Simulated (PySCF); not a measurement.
CHF, SMILES [CH]F (connectivity only; charge and spin as stated), neutral, multiplicity 1.

Geometry: PBE-D3(BJ)/def2-TZVPD. The isomer is the one that the SMILES or the coordinates give; other isomers of the formula were not compared.

Vertical ionisation energy (IE) and electron affinity (EA) in eV. Rows of orbital energies are one-electron estimates. Where ΔSCF, EOM or ADC give a negative EA the extra electron is unbound and the value depends on the basis.

| level | IE | EA |
|---|---|---|
| −ε(HOMO), −ε(LUMO), PBE0/def2-TZVPD (PySCF) | 7.39 | 2.92 |
| −ε(HOMO), −ε(LUMO), HF/def2-TZVPD (PySCF) | 11.25 | -1.53 |
| EOM-CCSD/aug-cc-pVDZ (PySCF) | 10.57 | 0.05 |
| ADC(2)/aug-cc-pVDZ (PySCF) | 10.06 | 0.17 |

**Question.** Give the lowest 1s main lines (those of the lightest heavy element) from CVS-ADC(2)-x/aug-cc-pVDZ (PySCF, non-relativistic), with pole strengths. (The exact figures need the calculation; the answer reports its results.)

**Answer.** 298.3 eV (1.52).

**Question.** Beyond the first one, list the lowest photoelectron lines from ADC(2)/aug-cc-pVDZ (PySCF) with their pole strengths (two spins summed). (An estimate is asked for; the answer gives what the named calculation found.)

**Answer.** 15.33 eV (1.75), 16.16 eV (1.75), 17.64 eV (1.78), 22.42 eV (1.75).
